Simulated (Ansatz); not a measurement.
Molecule: dimethoxy-bis(sulfanyl)silane, C2H8O2S2Si, net charge 0, singlet state. SMILES: CO[Si](S)(S)OC
Geometry from a B3LYP-D3(BJ)/def2-TZVP (Ansatz, an electronic-structure program) optimisation:
```
Si
O 1 1.6317
C 2 1.4252 1 124.93
H 3 1.0890 2 107.66 1 169.15
H 3 1.0923 4 109.02 2 -120.31
H 3 1.0926 4 109.16 5 -118.80
O 1 1.6317 2 113.79 3 -64.40
C 7 1.4252 1 124.93 2 -64.40
H 8 1.0890 7 107.66 1 169.15
H 8 1.0923 9 109.02 7 -120.31
H 8 1.0926 9 109.16 10 -118.80
S 1 2.1344 2 106.55 3 54.04
H 12 1.3434 1 93.98 2 -177.10
S 1 2.1344 2 107.62 3 177.78
H 14 1.3434 1 93.98 2 -54.68
```
Charge 0, spin multiplicity 1.

Cost and difference of B3LYP with Ansatz in habitual basis sets for the atomisation energy (kcal/mol). Terms: 6-31G* and kin with 6d, 5d where marked; no spin-orbit coupling; 6-311+G** with 5d, 6d on Na to Ar in Ansatz; frozen cores in correlated levels; open shells spin-unrestricted; no dispersion term unless named; non-relativistic; atomisation electronic, to ground-state atoms; LANL2DZ with its own core potentials from Na on. CBS marks a two-point X^-3 extrapolation of the correlation energy; Hartree-Fock from the larger set. First-principles rows: single points at B3LYP-D3(BJ) geometries (Ansatz). Costs are core time of energy and forces over that of the cheapest set, on one shared machine, to one figure and rough; under a factor of 2 they don't order.

Coupled cluster (Ansatz) is a level with limits of its own, used here on species with T1 under 0.025 (0.045 for open shells) and stable references: CCSD(T)/CBS(cc-pV(T+d)Z,cc-pV(Q+d)Z).

Value to compare with: 1343.6 kcal/mol.

```json
[
 {"level": "B3LYP/STO-3G", "relative cost": "1×", "atomisation energy (kcal/mol)": "1495.3", "difference": "151.7"},
 {"level": "B3LYP/LANL2DZ", "relative cost": "1×", "atomisation energy (kcal/mol)": "1187.5", "difference": "-156.1"},
 {"level": "B3LYP/3-21G", "relative cost": "1×", "atomisation energy (kcal/mol)": "1231.2", "difference": "-112.4"},
 {"level": "B3LYP/6-31G", "relative cost": "2×", "atomisation energy (kcal/mol)": "1187.6", "difference": "-156.0"},
 {"level": "B3LYP/def2-SVP", "relative cost": "2×", "atomisation energy (kcal/mol)": "1311.3", "difference": "-32.3"},
 {"level": "B3LYP/6-31G**", "relative cost": "3×", "atomisation energy (kcal/mol)": "1311.7", "difference": "-31.9"},
 {"level": "B3LYP/6-31G*", "relative cost": "3×", "atomisation energy (kcal/mol)": "1302.5", "difference": "-41.1"},
 {"level": "B3LYP/cc-pVDZ", "relative cost": "3×", "atomisation energy (kcal/mol)": "1279.5", "difference": "-64.1"},
 {"level": "B3LYP/6-31+G*", "relative cost": "4×", "atomisation energy (kcal/mol)": "1292.1", "difference": "-51.5"},
 {"level": "B3LYP/6-311+G**", "relative cost": "6×", "atomisation energy (kcal/mol)": "1293.2", "difference": "-50.4"}
]
```

The dearest set gives -50.4 kcal/mol. A small set can land close by cancelling terms.
